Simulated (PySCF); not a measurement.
Bi3N: fields on a plane

All numbers come from PBE0/[N def2-SVP, Bi def2-SVP with ECP60], scalar-relativistic core potentials, density fitting, no spin–orbit coupling, PySCF.

The singlet minimum has Bi–Bi 2.917 Å (×3), N–Bi 2.287 Å (×3); Bi–Bi–Bi 60.0° (×3), Bi–Bi–N 50.4° (×6), Bi–N–Bi 79.3° (×3).

The plane holds N1 at (0.00, 0.00), Bi2 at (2.29, 0.00), Bi3 at (0.43, 2.25) Å. Columns run from x = -1.95 to 4.65 Å, rows from y = 4.65 (top) to -1.95 Å, in steps of 0.3 Å. Other isomers or separated fragments may lie lower. Core electrons replaced by a potential are absent, the electrostatic potential uses the reduced nuclear charge, and values within about 0.7 Å of such atoms have no physical meaning.

**Question.** Give the electron density (e/Å³) (cut at 5 e/Å³). Lower edges of the bins (e/Å³): '0' 0.000, '1' 0.030, '2' 0.076, '3' 0.151, '4' 0.268, '5' 0.455, '6' 0.750, '7' 1.218, '8' 1.960, '9' 3.136; top 5.00.

**Answer.** 
```
00000000000000000000000
00000000000000000000000
00000011110000000000000
00001122221100000000000
00011234443210000000000
00012456665321000000000
00123579997532100000000
00124699999642110000000
00124799099643210000000
00124699999643211000000
00123579997543322100000
00113456665444433210000
00113455544445554321000
00123566544467886431000
00135788754589999642100
00136899865699599742100
00136899865699599742100
00135788754589999642100
00023566543467886431000
00012333322345554321000
00000111111223332210000
00000000000111111100000
00000000000000000000000
```

**Question.** Give the electron localisation function (set to 0 where the density is under 0.005 e/Å³). Lower edges of the bins: '_' 0.000, '.' 0.091, ':' 0.182, '-' 0.272, '=' 0.363, '+' 0.454, '*' 0.545, '#' 0.636, '%' 0.726, '@' 0.817; top 0.91, each point printed twice.

**Answer.** 
```
______________________________________________
________..::::::::::....______________________
______::--==++++++====--::..__________________
____::==++**********++++--::..________________
__::==**####**++++++****++==::..______________
__--++**##**==========++**++==--..____________
..--++##**====**##**====++**++==--..__________
..--++**++==**%%**%%++--++****++==::..________
..--++**====##==__####--==******++==::________
..::==++==--**%%++%%++--==******++==--::______
__..::====----**##**----++********++==--..____
____..::----::::::::::==++++++++****++==::____
____..::--====--::::::----------==++**++--..__
____..--**%%%%%%**--::::::======--==**++==..__
____::++%%@@%%##%%**--::==##%%%%++==++**==::__
__..--##@@%%....##%%--::**%%__**##==++**++::__
__..==%%@@@@....##%%==::**%%__**##==++**++::__
__..==##@@@@%%%%@@%%==::==##%%%%++==++**++::__
____--**%%@@@@@@%%**==----==++====++****==::__
____..==**######++----==========++**##**--..__
______..----==--::..::--++++****####**==::____
__________....______..::==++********++--..____
______________________..::==++++++==::..______
```

No spin–orbit coupling is included, which matters more the heavier the element.
